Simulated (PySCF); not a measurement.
Gas-phase reaction: 3 GaH + 6 CH3 + C3H6 (propylene) → 3 Ga(CH3)3

Energies from PySCF, thermal terms from the rigid-rotor harmonic-oscillator model, ideal gas at 1 bar. † marks an energy on the PBE0/def2-TZVP geometry and frequencies; other levels use their own. MP2 freezes the core. 6-31G* has spherical d functions here. Open shells (unrestricted): CH3 (multiplicity 2); the rest are closed-shell singlets. B3LYP is the form with VWN-RPA correlation. Ga: all electrons, no relativistic terms. Methyl groups turn as free rotors in Ga(CH3)3. GaH: computed as isolated molecules; such fragments, hydroxides, amides, oligomers or adducts are transient or little studied in the gas. MP2 isn't extrapolated to the basis-set limit; its ΔH°(298 K) is -1638.4 kJ in def2-SVP and -1739.0 kJ in def2-TZVPP. The harmonic model lacks anharmonicity and excited electronic states, which grow with temperature; levels with a mode under 35 cm⁻¹ are left out. Internal rotation in C3H6 (propylene) is treated as a harmonic vibration of one conformer, which makes the entropy rough.

| level | ΔE electronic, kJ | ΔH°(298 K), kJ | ΔS°(298 K), J/K | ΔG°(800 K), kJ |
|---|---|---|---|---|
| B3LYP/6-31G* | -1528 | -1431 | -969 | -647 |
| B3LYP/def2-TZVP† | -1510 | -1419 | -963 | -642 |
| BLYP/def2-TZVP† | -1454 | -1362 | -963 | -585 |
| HF/6-31G* | -1165 | -1057 | -992 | -252 |
| HF/def2-TZVP† | -1126 | -1034 | -963 | -258 |
| MP2/def2-SVP† | -1730 | -1638 | -963 | -862 |
| PBE0/def2-QZVP† | -1666 | -1574 | -963 | -798 |
| r2SCAN/def2-TZVP† | -1635 | -1544 | -963 | -767 |
| ωB97M-V/def2-TZVP† | -1689 | -1597 | -963 | -820 |
ΔH° is lowest at MP2/def2-SVP† and highest at HF/def2-TZVP†. No reference value is set beside these.
